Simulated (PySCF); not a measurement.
PySCF input (M06-2X/def2-TZVPD):

```python
from pyscf import gto, scf, dft

mol = gto.M(
    atom='''
    C    -0.18626734   -1.01819829    0.69076495
    C     0.37705736    0.03734785    0.14778293
    O    -0.06247492    0.87755403   -0.78775978
    H    -1.23594206   -1.24403079    0.51478391
    H     0.37796789   -1.67190592    1.33931723
    H     0.21303349    1.78060702   -0.58331023
    ''',
    basis='def2-tzvpd',
    charge=0,
    spin=1,
    verbose=4,
)

mf = dft.UKS(mol, xc='m062x').density_fit(auxbasis='def2-universal-jkfit')
mf.grids.level = 4
mf.conv_tol = 1e-9
mf.max_cycle = 100
mf.max_memory = 1500
mf.kernel()
if not mf.converged:
    mf = mf.newton()
    mf.kernel(mf.make_rdm1())
for _ in range(2):
    mo, _, stable, _ = mf.stability(return_status=True)
    if stable:
        break
    mf.kernel(mf.make_rdm1(mo, mf.mo_occ))
mf.analyze()
```

Output:

```
PySCF version 2.14.0

[INPUT] verbose = 4
[INPUT] num. atoms = 6
[INPUT] num. electrons = 23
[INPUT] charge = 0
[INPUT] spin (= nelec alpha-beta = 2S) = 1
[INPUT] symmetry False subgroup None
[INPUT] Mole.unit = angstrom
[INPUT] Symbol           X                Y                Z      unit          X                Y                Z       unit  Magmom
[INPUT]  1 C     -0.186267340000  -1.018198290000   0.690764950000 AA   -0.351994258551  -1.924115908600   1.305356571949 Bohr   0.0
[INPUT]  2 C      0.377057360000   0.037347850000   0.147782930000 AA    0.712535143652   0.070577207841   0.279269263586 Bohr   0.0
[INPUT]  3 O     -0.062474920000   0.877554030000  -0.787759780000 AA   -0.118060488454   1.658336776208  -1.488650236148 Bohr   0.0
[INPUT]  4 H     -1.235942060000  -1.244030790000   0.514783910000 AA   -2.335591999231  -2.350877483626   0.972800603233 Bohr   0.0
[INPUT]  5 H      0.377967890000  -1.671905920000   1.339317230000 AA    0.714255795980  -3.159444294839   2.530942758611 Bohr   0.0
[INPUT]  6 H      0.213033490000   1.780607020000  -0.583310230000 AA    0.402574951460   3.364859603278  -1.102296580357 Bohr   0.0

nuclear repulsion = 63.4680037874361
number of shells = 55
number of NR pGTOs = 192
number of NR cGTOs = 141
basis = def2-tzvpd
ecp = {}

******** <class 'pyscf.df.df_jk.DFUKS'> ********
method = DFUKS
initial guess = minao
damping factor = 0
level_shift factor = 0
DIIS = <class 'pyscf.scf.diis.CDIIS'>
diis_start_cycle = 1
diis_space = 8
diis_damp = 0
SCF conv_tol = 1e-09
SCF conv_tol_grad = None
SCF max_cycles = 100
direct_scf = False
number electrons alpha = 12  beta = 11
XC library pyscf.dft.libxc version 7.1.2
    S. Lehtola, C. Steigemann, M. J. T. Oliveira, and M. A. L. Marques,  SoftwareX 7, 1–5 (2018)
XC functionals = m062x
    Y. Zhao and D. G. Truhlar,  Theor. Chem. Acc. 120, 215 (2008)
    Y. Zhao and D. G. Truhlar,  Theor. Chem. Acc. 120, 215 (2008)
radial grids:
    Treutler-Ahlrichs [JCP 102, 346 (1995); DOI:10.1063/1.469408] (M4) radial grids

becke partition: Becke, JCP 88, 2547 (1988); DOI:10.1063/1.454033
pruning grids: <function nwchem_prune>
grids dens level: 4
symmetrized grids: False
atomic radii adjust function: <function treutler_atomic_radii_adjust>
small_rho_cutoff = 0
Set gradient conv threshold to 3.16228e-05
tot grids = 132600
******** <class 'pyscf.df.df.DF'> ********
auxbasis = def2-universal-jkfit
init E= -153.502200600627
  alpha nocc = 12  HOMO = -0.175198307113067  LUMO = -0.000371495459851831
  beta  nocc = 11  HOMO = -0.284286497266613  LUMO = -0.175198307113071

[...]
  beta  nocc = 11  HOMO = -0.309330058969895  LUMO = -0.0448854316804379
  HOMO = -0.288362764564  LUMO = -0.0448854316804  gap/eV = 6.62536
Extra cycle  E= -153.12686011301  delta_E= -8.04e-11  |g|= 3.58e-06  |ddm|= 1.89e-05
converged SCF energy = -153.12686011301  <S^2> = 0.76042243  2S+1 = 2.0103954
uhf_internal: lowest eigs of H = [0.19032918 0.28840914 0.3757212 ]
<class 'pyscf.df.df_jk.DFUKS'> wavefunction is stable in the internal stability analysis
**** SCF Summaries ****
Total Energy =                        -153.126860113009570
Nuclear Repulsion Energy =              63.468003787436075
One-electron Energy =                 -332.811510537424965
Two-electron Energy =                  116.216646636979320
Two-electron Coulomb Energy =          136.645820691624408
DFT Exchange-Correlation Energy =      -20.429174054645088
HOMO-LUMO gap [eV] =                     6.625355692211141
**** MO energy ****
                             alpha | beta                alpha | beta
MO #1   energy= -19.68747459501    | -19.684279332064   occ= 1 | 1
MO #2   energy= -10.614950119562   | -10.6054626117834  occ= 1 | 1
MO #3   energy= -10.5306878589113  | -10.530403522716   occ= 1 | 1
MO #4   energy= -1.21790137779185  | -1.20397572466506  occ= 1 | 1
MO #5   energy= -0.861335538140978 | -0.842509828148117 occ= 1 | 1
MO #6   energy= -0.695811611692598 | -0.685903161743791 occ= 1 | 1
MO #7   energy= -0.584347846657746 | -0.55213468662626  occ= 1 | 1
MO #8   energy= -0.542689131468591 | -0.522638626128946 occ= 1 | 1
MO #9   energy= -0.526181907144674 | -0.506347306245119 occ= 1 | 1
MO #10  energy= -0.471545484983313 | -0.456486741411361 occ= 1 | 1
MO #11  energy= -0.325316296577252 | -0.309330058969895 occ= 1 | 1
MO #12  energy= -0.288362764563871 | -0.0448854316804379 occ= 1 | 0
MO #13  energy= 0.00822674304280824 | 0.0154722714724187 occ= 0 | 0
MO #14  energy= 0.0411264289907686 | 0.0426449429844694 occ= 0 | 0
MO #15  energy= 0.0515302640091278 | 0.0605787506678239 occ= 0 | 0
MO #16  energy= 0.0620562253381005 | 0.0675840253510829 occ= 0 | 0
MO #17  energy= 0.0675457790893553 | 0.0702785271141351 occ= 0 | 0
MO #18  energy= 0.0797003947565966 | 0.0865834987216279 occ= 0 | 0
MO #19  energy= 0.104318912780858  | 0.104888379268776  occ= 0 | 0
MO #20  energy= 0.133839097542419  | 0.128365105605692  occ= 0 | 0
MO #21  energy= 0.142092586049058  | 0.143112677621124  occ= 0 | 0
MO #22  energy= 0.176287388407515  | 0.167299665786923  occ= 0 | 0
MO #23  energy= 0.184609993887288  | 0.170633540535646  occ= 0 | 0
MO #24  energy= 0.195239645271853  | 0.190428186581526  occ= 0 | 0
MO #25  energy= 0.212328094485317  | 0.203185602149343  occ= 0 | 0
MO #26  energy= 0.233054119834055  | 0.220503351419575  occ= 0 | 0
MO #27  energy= 0.239969803194893  | 0.235297727296636  occ= 0 | 0
MO #28  energy= 0.252470754071644  | 0.249601714134804  occ= 0 | 0
MO #29  energy= 0.266077434703632  | 0.264971050520029  occ= 0 | 0
MO #30  energy= 0.283979541276495  | 0.272308243389285  occ= 0 | 0
MO #31  energy= 0.290768835958264  | 0.283844171002092  occ= 0 | 0
MO #32  energy= 0.301052438347302  | 0.295238765536948  occ= 0 | 0
MO #33  energy= 0.308649346057829  | 0.299578413935916  occ= 0 | 0
MO #34  energy= 0.31728615932493   | 0.313453891612519  occ= 0 | 0
MO #35  energy= 0.331836625316185  | 0.330124114323899  occ= 0 | 0
MO #36  energy= 0.348141130351361  | 0.34330958539266   occ= 0 | 0
MO #37  energy= 0.357573562744092  | 0.348577352142322  occ= 0 | 0
MO #38  energy= 0.384134205965421  | 0.372327701495132  occ= 0 | 0
MO #39  energy= 0.388512750550279  | 0.382123262598608  occ= 0 | 0
MO #40  energy= 0.409111224384409  | 0.406795613450655  occ= 0 | 0
MO #41  energy= 0.416561371307621  | 0.415167588378875  occ= 0 | 0
MO #42  energy= 0.433320454349373  | 0.424112072935324  occ= 0 | 0
MO #43  energy= 0.450448996637422  | 0.439388465286533  occ= 0 | 0
MO #44  energy= 0.457385214355212  | 0.449404419391214  occ= 0 | 0
MO #45  energy= 0.484484740923893  | 0.479196496060673  occ= 0 | 0
MO #46  energy= 0.504221243671181  | 0.48543874415745   occ= 0 | 0
MO #47  energy= 0.516413493657497  | 0.512257313778552  occ= 0 | 0
MO #48  energy= 0.534723908781263  | 0.524812778091663  occ= 0 | 0
MO #49  energy= 0.538042801908076  | 0.537221453467408  occ= 0 | 0
MO #50  energy= 0.578648991248022  | 0.567575060886005  occ= 0 | 0
MO #51  energy= 0.580948022381165  | 0.582322736797982  occ= 0 | 0
MO #52  energy= 0.617140239407302  | 0.611814636934064  occ= 0 | 0
MO #53  energy= 0.642459401372399  | 0.642599182990686  occ= 0 | 0
MO #54  energy= 0.691809631354207  | 0.677640404099613  occ= 0 | 0
MO #55  energy= 0.737873470167629  | 0.729884524543377  occ= 0 | 0
MO #56  energy= 0.747871055281624  | 0.743637576236938  occ= 0 | 0
MO #57  energy= 0.756405254379585  | 0.757052369637772  occ= 0 | 0
MO #58  energy= 0.799923545588052  | 0.80020787212054   occ= 0 | 0
MO #59  energy= 0.807635711971264  | 0.807028699085981  occ= 0 | 0
MO #60  energy= 0.854672230554708  | 0.851405736314295  occ= 0 | 0
MO #61  energy= 0.875211848705173  | 0.872536972177271  occ= 0 | 0
MO #62  energy= 0.883137215347918  | 0.883659743990409  occ= 0 | 0
MO #63  energy= 0.913641927838643  | 0.915564863996405  occ= 0 | 0
MO #64  energy= 0.960430578509371  | 0.959707069439425  occ= 0 | 0
MO #65  energy= 1.00567868599903   | 1.00630820553867   occ= 0 | 0
MO #66  energy= 1.07833139840463   | 1.07970229711298   occ= 0 | 0
MO #67  energy= 1.1124167780786    | 1.11038488826026   occ= 0 | 0
MO #68  energy= 1.174306614588     | 1.16729871584094   occ= 0 | 0
MO #69  energy= 1.19920319205349   | 1.20015764723733   occ= 0 | 0
MO #70  energy= 1.22025393429951   | 1.21754397192264   occ= 0 | 0
MO #71  energy= 1.24144218657987   | 1.24233972753601   occ= 0 | 0
MO #72  energy= 1.38459032649626   | 1.38496783273296   occ= 0 | 0
MO #73  energy= 1.46511285488059   | 1.45921608911929   occ= 0 | 0
MO #74  energy= 1.58350430270081   | 1.58978999734123   occ= 0 | 0
MO #75  energy= 1.65379259084035   | 1.65423924482003   occ= 0 | 0
MO #76  energy= 1.6997568739519    | 1.72270068636431   occ= 0 | 0
MO #77  energy= 1.74200214782372   | 1.75330449844502   occ= 0 | 0
MO #78  energy= 1.77499093012822   | 1.77611593620863   occ= 0 | 0
MO #79  energy= 1.81938047007269   | 1.81982915905627   occ= 0 | 0
MO #80  energy= 1.85680698466961   | 1.85512914789403   occ= 0 | 0
MO #81  energy= 1.86936337669741   | 1.86917988471444   occ= 0 | 0
MO #82  energy= 1.92104465774603   | 1.92148875962193   occ= 0 | 0
MO #83  energy= 1.95381520919687   | 1.95132403620167   occ= 0 | 0
MO #84  energy= 1.98360757486571   | 1.98577648318377   occ= 0 | 0
MO #85  energy= 2.04418219210735   | 2.04404638650996   occ= 0 | 0
MO #86  energy= 2.08233554025251   | 2.07939021804266   occ= 0 | 0
MO #87  energy= 2.11769920044856   | 2.12019015195215   occ= 0 | 0
MO #88  energy= 2.20740681441083   | 2.20608197473914   occ= 0 | 0
MO #89  energy= 2.2316789730667    | 2.23109778012461   occ= 0 | 0
MO #90  energy= 2.29341243546541   | 2.29696608904776   occ= 0 | 0
MO #91  energy= 2.38974093842093   | 2.39373483949089   occ= 0 | 0
MO #92  energy= 2.42737956518988   | 2.4303767663822    occ= 0 | 0
MO #93  energy= 2.47855766993674   | 2.4806470874234    occ= 0 | 0
MO #94  energy= 2.50344498476852   | 2.50888533418126   occ= 0 | 0
MO #95  energy= 2.62542385510105   | 2.62463174822723   occ= 0 | 0
MO #96  energy= 2.64261912096361   | 2.64315695355215   occ= 0 | 0
MO #97  energy= 2.6712000384538    | 2.6783088512333    occ= 0 | 0
MO #98  energy= 2.7537040233756    | 2.7585121955553    occ= 0 | 0
MO #99  energy= 2.77938485927655   | 2.78041019175375   occ= 0 | 0
MO #100 energy= 2.84448227343909   | 2.8528745164631    occ= 0 | 0
MO #101 energy= 2.8819057955488    | 2.88836314209466   occ= 0 | 0
MO #102 energy= 2.95126420365123   | 2.96569958335611   occ= 0 | 0
MO #103 energy= 3.00539542486347   | 3.0272600571262    occ= 0 | 0
MO #104 energy= 3.02743334875478   | 3.03640051343451   occ= 0 | 0
[...]
```

It need not be the lowest isomer of its formula.
